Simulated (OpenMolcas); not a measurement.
C2H5AlF (SMILES [CH2][Al]([CH3])[F]): the dipole moment, rung by rung

C2H5AlF: 9 atoms, total charge 0, spin state doublet. As SMILES, `[CH2][Al]([CH3])[F]`. The coordinates come from a PBE0-D4/def2-TZVP relaxation. This is one conformer, not always the lowest.

```xyz
9

C    -0.6864    1.5875   -0.8200
Al   -0.1128   -0.2287   -0.5965
C     0.6071   -1.0023    1.0293
F    -0.2532   -1.2094   -1.9247
H    -1.0868    1.9892   -1.7488
H    -0.6490    2.3368   -0.0310
H    -0.0093   -1.8398    1.3706
H     1.6112   -1.4034    0.8601
H     0.6679   -0.2763    1.8437
```

Each level gives the dipole moment (D). The values are calculated.

| level | kind | program | value (D) | CPU time |
| --- | --- | --- | --- | --- |
| U-revPBE/def2-SVP | GGA | OpenMolcas | 1.79 | 57 s |
| UPBE/def2-SVP | GGA | OpenMolcas | 1.82 | 59 s |
| UM06-L/def2-SVP | meta-GGA | OpenMolcas | 1.86 | 66 s |
| UTPSS/def2-SVP | meta-GGA | OpenMolcas | 1.77 | 68 s |
| UB3LYP/def2-SVP | global hybrid | OpenMolcas | 1.89 | 60 s |
| UBHLYP/def2-SVP | global hybrid | OpenMolcas | 1.98 | 54 s |
| UM06-2X/def2-SVP | hybrid meta-GGA | OpenMolcas | 1.98 | 59 s |
| UPBE0/def2-SVP | global hybrid | OpenMolcas | 1.93 | 59 s |

The values span 1.77 to 1.98 D. Magnitudes only. Times are those of the runs behind each value, whatever else they computed, on shared processors of several kinds: orders of magnitude only.
